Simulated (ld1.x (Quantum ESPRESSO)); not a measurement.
**Hf (Z = 72), PAW: configuration errors across variants**

ld1.x (Quantum ESPRESSO) 7.5 input, shortened:

```
&input
   title='Hf', zed=72., rel=1, dft='PZ', iswitch=3,
   config='[Xe] 4f14 5d2 6s2 6p0'
 /
 &inputp
   pseudotype=3, lpaw=.true., tm=.true., lloc=-1, rcloc=1.40,
   nlcc=.true., new_core_ps=.true., rcore=1.10,
   which_augfun='BESSEL', rmatch_augfun=0.80
 /
8
6S  1  0   2.00   0.00  2.95  3.30  0.0
6S  1  0   0.00   1.30  2.95  3.30  0.0
6P  2  1   0.00   0.00  4.25  4.75  0.0
6P  2  1   0.00   1.60  4.25  4.75  0.0
5D  3  2   2.00   0.00  1.65  1.90  0.0
5D  3  2   0.00   0.40  1.65  1.90  0.0
4F  4  3  14.00   0.00  0.95  1.20  0.0
4F  4  3   0.00   0.20  0.95  1.20  0.0
 &test
   configts(1)='4f14 5d2 6s2 6p0'
 /
```

All-electron excitation energies from the reference (eV): (1) 4f14 5d2 6s1 6p0 8.198; (2) 4f14 5d2 6s0 6p0 22.701; (3) 4f14 5d1 6s0 6p0 44.802; (4) 4f14 5d3 6s0 6p0 10.232; (5) 4f14 5d2.5 6s1.5 6p0 1.248; (6) 4f13 5d3 6s1 6p0 26.124; (7) 4f14 5d2 6s2 6p0 spin -0.441; (8) 4f14 5d2 6s1 6p0 spin 7.063.

Spin tests fill each open shell by Hund’s rule, majority spin first.

The overlap operator is not positive definite (basis up to 400 Ry) in “base”, “wave 6s channel at 1.3 Ry: rcut 2.95, rcutus 3.30 bohr becomes 6s channel at -0.09 Ry: rcut 2.95, rcutus 3.30 bohr”, “wave 6s channel at 1.3 Ry: rcut 2.95, rcutus 3.30 bohr becomes 6s channel at 0.13 Ry: rcut 2.95, rcutus 3.30 bohr”, “wave 6s channel at 1.3 Ry: rcut 2.95, rcutus 3.30 bohr becomes 6s channel at 0.36 Ry: rcut 2.95, rcutus 3.30 bohr”, “wave 6s channel at 1.3 Ry: rcut 2.95, rcutus 3.30 bohr becomes 6s channel at 1.31 Ry: rcut 2.95, rcutus 3.30 bohr”, “wave 6s channel at 1.3 Ry: rcut 2.95, rcutus 3.30 bohr becomes 6s channel at 3.22 Ry: rcut 2.95, rcutus 3.30 bohr”, “wave 6s channel at 1.3 Ry: rcut 2.95, rcutus 3.30 bohr becomes 6s channel at 5.46 Ry: rcut 2.95, rcutus 3.30 bohr”. Such files are unfit for use, however small their errors in these radial tests.

Tests that are not counted but printed errors over 1 eV. “base”: 4f14 5d0 6s0 6p0 (solver errors, printed error -3693 eV). “wave 6s channel at 1.3 Ry: rcut 2.95, rcutus 3.30 bohr becomes 6s channel at -0.09 Ry: rcut 2.95, rcutus 3.30 bohr”: 4f14 5d0 6s0 6p0 (solver errors, printed error -3693 eV). “wave 6s channel at 1.3 Ry: rcut 2.95, rcutus 3.30 bohr becomes 6s channel at 0.13 Ry: rcut 2.95, rcutus 3.30 bohr”: 4f14 5d0 6s0 6p0 (solver errors, printed error -3693 eV). “wave 6s channel at 1.3 Ry: rcut 2.95, rcutus 3.30 bohr becomes 6s channel at 0.36 Ry: rcut 2.95, rcutus 3.30 bohr”: 4f14 5d0 6s0 6p0 (solver errors, printed error -3693 eV). “wave 6s channel at 1.3 Ry: rcut 2.95, rcutus 3.30 bohr becomes 6s channel at 1.31 Ry: rcut 2.95, rcutus 3.30 bohr”: 4f14 5d0 6s0 6p0 (solver errors, printed error -3693 eV).

A true bound ghost makes a file unfit for plane-wave use even where its test errors are small: the radial tests pick states by their node count and pass the ghost by. Where a test does run into it, the solver fails or the error is huge.

Errors AE − PS in meV (a dash: test not solved or not reliable):

```tsv
change	(1)	(2)	(3)	(4)	(5)	(6)	(7)	(8)	bound ghosts
base	+42	+368	+177	+354	+14	-851	-3.4	+29	p (s not tested, overlap not positive)
wave 6s channel at 1.3 Ry: rcut 2.95, rcutus 3.30 bohr becomes 6s channel at -0.09 Ry: rcut 2.95, rcutus 3.30 bohr	+46	+368	+177	+354	+17	-825	-3.1	+35	p (s not tested, overlap not positive)
wave 6s channel at 1.3 Ry: rcut 2.95, rcutus 3.30 bohr becomes 6s channel at 0.13 Ry: rcut 2.95, rcutus 3.30 bohr	+46	+368	+177	+354	+17	-828	-3.2	+35	p (s not tested, overlap not positive)
wave 6s channel at 1.3 Ry: rcut 2.95, rcutus 3.30 bohr becomes 6s channel at 0.36 Ry: rcut 2.95, rcutus 3.30 bohr	+46	+368	+177	+354	+17	-833	-3.3	+35	p (s not tested, overlap not positive)
wave 6s channel at 1.3 Ry: rcut 2.95, rcutus 3.30 bohr becomes 6s channel at 1.31 Ry: rcut 2.95, rcutus 3.30 bohr	+42	+368	+177	+354	+14	-851	-3.4	+29	p (s not tested, overlap not positive)
wave 6s channel at 1.3 Ry: rcut 2.95, rcutus 3.30 bohr becomes 6s channel at 3.22 Ry: rcut 2.95, rcutus 3.30 bohr	+51	+368	+177	+354	+22	-782	-2.9	+45	p (s not tested, overlap not positive)
wave 6s channel at 1.3 Ry: rcut 2.95, rcutus 3.30 bohr becomes 6s channel at 5.46 Ry: rcut 2.95, rcutus 3.30 bohr	+51	+368	+178	+354	+22	-802	-2.9	+45	p (s not tested, overlap not positive)
```

Problem. Give the same row for: wave 6s channel at 1.3 Ry: rcut 2.95, rcutus 3.30 bohr becomes 6s channel at -0.27 Ry: rcut 2.95, rcutus 3.30 bohr.

Solution. +46, +368, +177, +354, +17, -823, -3.1, +35; bound ghosts: p (s not tested, overlap not positive). Not counted: 4f14 5d0 6s0 6p0 (solver errors, printed error -3693 eV). Its overlap operator is not positive definite in a basis up to 400 Ry (lowest eigenvalue s -0.20), so the file is unfit for use: the generalised eigenproblem breaks down once the basis is large enough, and its test numbers describe a broken file.
